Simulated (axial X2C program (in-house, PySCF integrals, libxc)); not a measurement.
# Low determinants of SrS⁻ at the PBE0 level, two-component

Calculated with an in-house all-electron X2C program for linear molecules (integrals from PySCF). Two-component (2c) means X2C with spin–orbit coupling and atomic mean-field two-electron Coulomb and Gaunt terms. Basis: Sr dyall-acv3z [14s13p9d6f1g], S dyall-av3z [9s8p3d2f] (cores contracted in-house); Gaussian nuclei, density fitting, unrestricted open shells. Masses: Sr 87.906 u, S 31.972 u.

Search at 2.510 Å (vertical energies from the lowest determinant):

| ΔE (eV) | state | electrons beyond evenly filled partner blocks | electrons in ±ω = 1/2, 3/2, 5/2, 7/2 |
| --- | --- | --- | --- |
| 0.00 | Ω = 1/2 | ω = 1/2 | 39 14 2 0 |
| 1.08 | Ω = 3/2 | ω = 3/2 | 38 15 2 0 |
| 1.39 | Ω = 3/2 | ω = 3/2 | 40 13 2 0 |
| 2.12 | Ω = 7/2 | ω = 1/2, 2 × ω = 3/2 | 39 14 2 0 |
| 2.18 | Ω = 5/2 | 2 × ω = 1/2, ω = 3/2 | 38 15 2 0 |
| 2.26 | Ω = 5/2 | 2 × ω = 1/2, ω = 3/2 | 40 13 2 0 |
| 2.29 | Ω = 1/2 | 2 × ω = -1/2, ω = 3/2 | 40 13 2 0 |

Lowest determinant, Ω = 1/2 (⟨Sz⟩ = 0.50, ⟨Lz⟩ = 0.00 at PBE0): Re = 2.517 Å, ωe = 348.5 cm⁻¹.

The determinant in row 2 of the search, Ω = 3/2 (⟨Sz⟩ = 0.50, ⟨Lz⟩ = 1.00 at PBE0), was followed along the bond at PBE0; measured from the minimum of the lowest determinant it gives:

Te = 1.072 eV (8648 cm⁻¹), Re = 2.466 Å, ωe = 363.8 cm⁻¹.

(1) Compare the bond of the determinant in row 2 with that of the lowest one.

The search compares states at one distance, so a state with another bond length can lie lower; it is not exhaustive and yields mostly the lowest determinant of each block pattern, so other components and higher states of one pattern are missing. These are energies of single determinants, not of spin-adapted states; PBE0 term energies can be off by some tenths of an eV, and the functional has no current term. For an anion, determinants above electron detachment are held by the basis set. The highest occupied level of some functionals is positive through self-interaction error; at Hartree–Fock it is bound. Row 2 has a positive highest level at its minimum.

Answers

(1) At PBE0 its Re is 0.051 Å shorter and its force constant, which goes as ωe², is 1.09 times that of the lowest determinant. T0 ≈ Te + Δωe/2 = 8648 + (8) = 8656 cm⁻¹.
